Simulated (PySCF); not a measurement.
# Reading the logs of faulty runs: AlBH2O2

Calculated results; nothing here was measured. The program is PySCF 2.14.0, an open-source quantum chemistry code, run on an isolated molecule that a program drew, which may never have been made. The molecule is AlBH2O2 (charge 0, singlet), drawn as the SMILES string `O=[B][AlH][OH]`.

Each row is a Hartree-Fock (HF) and frozen-core CCSD(T) single point in the cc-pV(D+d)Z basis, meant for a local HF minimum. Run 1 is clean. Each other run has one planted mistake out of seven kinds, and not every kind appears here: one electron removed, one electron added, multiplicity raised by two, geometry at a saddle point, minimal basis STO-3G, one bond length entered in bohr, all coordinates scaled. The reference is restricted for singlets and unrestricted otherwise, and also for a bond in bohr. Adding or removing an electron swaps singlet and doublet. Electrons count all cores. HOMO and LUMO are orbital energies over both spins, the gradient is its largest component, and the lowest frequency (negative if imaginary) is given only where the gradient is small. Bond lengths are over the 5 bonds as drawn. T1 is the CCSD diagnostic: over 0.02 (restricted) or 0.045 (unrestricted) a single reference is doubtful.

Geometry of the clean run:
```xyz
6
AlBH2O2, angstrom
O     0.9683   -0.9696    1.9548
B     0.1737   -0.1098    2.1568
Al   -1.2202    1.4471    2.5462
O    -2.6633    1.3204    1.6969
H    -0.9179    2.6173    3.5474
H    -3.4298    1.8685    1.6888
```

```
run,electrons,basis functions,<S^2>,HOMO (eV),LUMO (eV),gradient (hartree/bohr),lowest frequency (cm^-1),mean bond (Å),longest bond (Å),T1,HF (hartree),CCSD(T) (hartree),mistake
1,36,75,0.000,-12.35,0.84,2.0e-05,145,1.5009,2.126,0.0196,-417.61065,-418.15224,no fault
2,37,75,0.764,0.07,7.13,3.5e-02,-,1.5009,2.126,0.0181,-417.59335,-418.14093,one electron added
3,36,26,0.000,-8.78,8.02,6.2e-02,-,1.5009,2.126,0.0226,-412.30964,-412.52130,minimal basis STO-3G
4,36,75,0.000,-12.38,1.09,1.1e-01,-,1.4244,2.017,0.0172,-417.58970,-418.12175,all coordinates scaled
5,35,75,0.848,-18.73,-10.21,5.0e-02,-,1.5009,2.126,0.0449,-417.19616,-417.73461,one electron removed
6,36,75,2.031,-6.93,-3.02,2.4e-02,-,1.5009,2.126,0.0516,-417.41322,-417.94993,?
```

**Which mistake was planted in run 6, and what did it cost?**

Electrons, basis and geometry are unchanged, and <S^2> is 2.031, beside S(S+1) = 2.00 for a multiplicity of 3. So the mistake is: multiplicity raised by two. Subtracting run 1 and multiplying by 627.51 kcal/mol a hartree, the energy moved by 123.9 kcal/mol in HF and 127.0 kcal/mol in CCSD(T).

Cautions from the logs. Run 2: the HOMO is above zero, so the electron isn't bound and the energy depends on the basis; run 3: T1 is over the limit, so its CCSD(T) energy is less reliable; run 6: T1 is over the limit, so its CCSD(T) energy is less reliable.
